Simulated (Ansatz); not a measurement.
Saddle point of BNH6SO2, closed shell (BNH₄O₂ ([NH2][B]([OH])[OH]) + H₂S → BH₃SO₂ ([OH][B]([OH])[SH]) + NH₃ (still joined by a long B–N bond); bonds formed: B1–S6, N2–H5; bonds broken: H5–S6; bonds weakened to dative contacts: B1–N2), PBE0-D4/def2-TZVP structure:

B1  (-0.566, -0.136, -0.322)
N2  (0.217, 1.184, -0.177)
O3  (-0.316, -0.750, -1.505)
O4  (-1.692, -0.371, 0.411)
H5  (0.942, 0.716, 0.592)
S6  (1.301, -0.819, 1.512)
H7  (0.692, 1.466, -1.028)
H8  (-0.314, 1.957, 0.209)
H9  (-0.785, -1.585, -1.579)
H10  (-1.544, -0.345, 1.359)
H11  (2.066, -1.317, 0.528)
(Å)

Energies are electronic, without zero-point energy. Barriers and step energies count from the start structure reached by relaxing down the imaginary mode; all methods use the PBE0-D4 structures, on which another method's saddle can fall below an end. Computed with Ansatz 0.2.0 (basis: def2-TZVPP, with def2-QZVPP for the basis limit); correlated methods freeze the cores. B3LYP uses VWN-RPA correlation. Extrapolation: Hartree–Fock as exp(−7.88 √X), correlation as X^−2.97.

| method | barrier (kJ/mol) | step energy (kJ/mol) |
| --- | --- | --- |
| SPW92 | ? | 6.0 |
| PBE-D4 | 92.0 | 22.3 |
| BLYP-D4 | 106.7 | 40.2 |
| r2SCAN-D4 | 100.1 | 24.2 |
| B97M-V | 117.5 | 32.5 |
| PBE0-D4 | 101.9 | 20.3 |
| B3LYP-D4 | ? | 38.3 |
| r2SCAN0-D4 | 106.8 | 22.6 |
| BHLYP-D4 | 126.7 | 37.7 |
| CAM-B3LYP-D4 | 121.4 | 37.3 |
| wB97X-V | ? | 25.5 |
| wB97M-V | 115.8 | 27.6 |
| B2PLYP | 120.4 | 36.3 |
| PBE-QIDH | 111.0 | 17.9 |
| RPA on PBE | 126.6 | 28.5 |
| HF | 157.8 | 59.7 |
| MP2 | 115.2 | 19.1 |
| CCSD | 130.3 | 30.9 |
| CCSD(T) | 122.1 | 25.7 |

Problem. Fill in the withheld barriers. (An estimate is asked for; the value comes from the calculation.)

Solution. By the calculation: wB97X-V 119.4; B3LYP-D4 114.5; SPW92 71.6 kJ/mol. Each is the energy of the saddle less that of the start structure, by the same method.

For comparison, the barrier by CCSD(T) at an estimated basis limit (MP2 extrapolated from triple and quadruple zeta, plus CCSD(T) − MP2 in triple zeta) is 118.7 kJ/mol.

T1 diagnostic: at most 0.013.

Labels in which every atom is bracketed show which atoms are joined, not bond orders.

For scale, one of the runs: CCSD(T)/def2-TZVPP, 250 basis functions, launched by `ansatz run in.yaml --threads 8 --pin off --events-out ev --progress --plain --max-ram 19148MiB`. Hardware: 8 CPU threads of an Arm Neoverse V1, shared host. Wall time 99 s; peak host memory 5.6 GiB.
